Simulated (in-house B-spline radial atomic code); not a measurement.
I²⁺. Computed with a B-spline radial atomic code. Model: non-relativistic spherical atom: semilocal Troullier-Martins pseudo-atom, one channel per l, against all electrons, high spin, G0W0 and RPA with empty states to l = 8, local potential for every l without a channel, a model core (radius 0 = none) keeps its share of the functional.

Without relativity these are model numbers for so heavy an element.

What the tables leave out is listed at the end.

The pseudopotential gives back the lowest level of each angular momentum of its own functional in the configuration it was made in; a second state of the same l is only approximately right. Exact exchange, RPA and GW see the smooth pseudo-orbitals and miss the exchange with the core, for which the functional's share stands in. The column with an uncorrelated core keeps all orbitals and exact exchange, and so separates missing core correlation from pseudisation. Only the three outermost levels and the lowest empty one were computed. RPA here is direct RPA, with no exchange kernel, and its energies carry an (l + 1/2)⁻⁴ tail. A hybrid on a potential with a model core restores only its own semilocal share of the core's exchange.

Command:
```bash
python run_psgw.py task.json out
```
Settings (lengths in bohr, energies in hartree):
```
Z                      53
electrons              51
configuration          [Kr] 4d10 5s2 5p3
generated_in           [Kr] 4d10 5s2 5p5
functional             pbe,pbe
core_shells            7
radius_factor          1
core_correction        True
```

Time taken, with all properties: 43 s on 1 thread of Arm Neoverse N1, on a shared host.

Given: made with PBE; model core radius 0.503 bohr; local radius 0.884 bohr; mean-field start PBE.

Valence shells of the generating configuration: 4p, 4d, 5s, 5p.

Channel: s 1.773, p 0.727, d 0.782 (radii in bohr).

Computed: largest level miss in the spin-unpolarised generating configuration 0.156 eV; valence RPA correlation energy pseudo -1.5316 hartree; all-electron RPA polarisability, core included 12.604 bohr³; pseudo-atom RPA polarisability 12.328 bohr³.

```csv
level,occupied,mean-field all-electron (eV),mean-field pseudo minus all (eV),G0W0 all-electron (eV),G0W0 uncorrelated core minus all (eV),G0W0 pseudo minus all (eV),exchange self-energy all-electron (eV),exchange self-energy pseudo (eV)
5p up,1,-25.399,-0.313,-30.384,0.027,-0.171,-19.858,-18.403
5s down,1,-32.758,-0.114,-37.7,-0.023,-1.771,-17.918,-18.132
5p down (empty),0,-22.821,-0.321,-19.249,0.028,-0.072,-6.317,-4.7471
```

(1) What is the valence RPA correlation energy all-electron orbitals?

Given: mean-field start PBE0.

Computed: valence RPA correlation energy all-electron orbitals -1.2916 hartree; valence RPA correlation energy pseudo -1.4704 hartree; pseudo-atom RPA polarisability 11.236 bohr³.

```
          level  occupied  mean-field all-electron (eV)  mean-field pseudo minus all (eV)  G0W0 all-electron (eV)  G0W0 uncorrelated core minus all (eV)  G0W0 pseudo minus all (eV)  exchange self-energy all-electron (eV)  exchange self-energy pseudo (eV)
          5p up         1                       -26.805                            -0.111                 -30.518                                  0.027                      -0.032                                 -19.822                           -18.283
        5s down         1                       -33.789                            -0.829                 -37.673                                  -0.02                      -2.003                                 -17.743                           -18.699
5p down (empty)         0                       -21.635                            -0.098                   -19.1                                  0.027                       0.034                                 -6.0583                           -4.5354
```

(2) What is the all-electron RPA polarisability, core included?

## Answers

(1) -1.3515 hartree.

(2) 11.452 bohr³.

Among the listed levels the largest G0W0 shift of the pseudo-atom is -2.00 eV, for 5s down on the PBE0 start, while leaving the core uncorrelated moves that level by -0.02 eV. So pseudisation and the lost core exchange, not the missing core correlation, make the error. Not in the tables (levels of low weight, unsolved or above zero; the highest and the empty levels are kept at any weight): on PBE the G0W0 levels 5s up (pseudo minus all -0.93 eV, weights 0.28 and 0.32); on PBE0 the G0W0 levels 5s up (pseudo minus all -3.23 eV, weights 0.30 and 0.35); no Hartree-Fock pseudo-atom is run with a model core.
